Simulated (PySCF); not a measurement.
C₃F₂NO (charge -1).
Numbering: `[N:1]#[C:2]/[C:3]([F:4])=[C:5](/[O-:6])[F:7]`

The calculation used PBE0-D3(BJ)/def2-SVP geometry optimisation, gas phase (PySCF).

Some entries are withheld.

| coordinate | value |
| --- | --- |
| N1≡C2 | ? |
| C2–C3 | ? |
| C3–F4 | ? |
| C3=C5 | 1.398 Å |
| C5–O6 | ? |
| C5–F7 | 1.387 Å |
| N1–C2–C3 | ? |
| C2–C3–F4 | 116.5° |
| C2–C3–C5 | 126.3° |
| F4–C3–C5 | ? |
| C3–C5–O6 | ? |
| C3–C5–F7 | 110.6° |
| O6–C5–F7 | 118.1° |

Estimate the withheld lengths and angles.

- N1≡C2 = 1.173 Å, drawn triple (nitrile nitrogen to nitrile carbon); 0.23 Å below the sum of covalent radii, 1.40 Å.
- C2–C3 = 1.396 Å, drawn single (ends: nitrile carbon; carbon bonded to 2 C and F); 0.02 Å below the sum of covalent radii, 1.42 Å.
- C3–F4 = 1.372 Å, drawn single (ends: carbon bonded to 2 C and F; vinyl fluorine); 0.07 Å above the sum of covalent radii, 1.30 Å.
- C5–O6 = 1.210 Å, drawn single in one of several resonance forms (vinylic C–F carbon to enolate oxygen); 0.18 Å below the sum of covalent radii, 1.39 Å.
- N1–C2–C3 = 178.3°, at the nitrile carbon; the outer atoms are 2.569 Å apart.
- F4–C3–C5 = 117.1°, at the carbon bonded to 2 C and F; the outer atoms are 2.363 Å apart.
- C3–C5–O6 = 131.3°, at the vinylic C–F carbon; the outer atoms are 2.377 Å apart.

Radii are Cordero's, carbon taken as 0.76, 0.73 or 0.69 Å for four, three, and two or fewer neighbours.

No PBE0-D3(BJ)/def2-SVP frequencies stand behind this structure, so it isn't proved a minimum.
